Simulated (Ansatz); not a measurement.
Basis-set series for C₆H₁₉N₃OSi, SMILES `CN(C)[Si](O)(N(C)C)N(C)C`. Charge 0, multiplicity 1. The structure was optimised at the PBE0-D4/def2-TZVP level. It is one conformer, not always the lowest.

```tsv
functional	basis	functions	energy (Eh)	HOMO (eV)	LUMO (eV)
PBE0-D4	def2-TZVPP	618	-768.70142	-5.97	0.74
PBE0-D4	def2-QZVPP	1210	-768.73929	-6.00	0.33
ωB97M-V	def2-TZVPP	618	-769.12677	-8.29	2.12
ωB97M-V	def2-QZVPP	1210	-769.16305	-8.31	1.45
```

Task: Give the rows for def2-SVP. (An estimate is asked.)

Result: Ansatz gave: 
| functional | basis | functions | energy (Eh) | HOMO (eV) | LUMO (eV) |
| --- | --- | --- | --- | --- | --- |
| PBE0-D4 | def2-SVP | 253 | -768.05079 | -5.84 | 1.35 |
| ωB97M-V | def2-SVP | 253 | -768.45132 | -8.15 | 2.93 |

Positive LUMOs are unbound and depend on the basis.
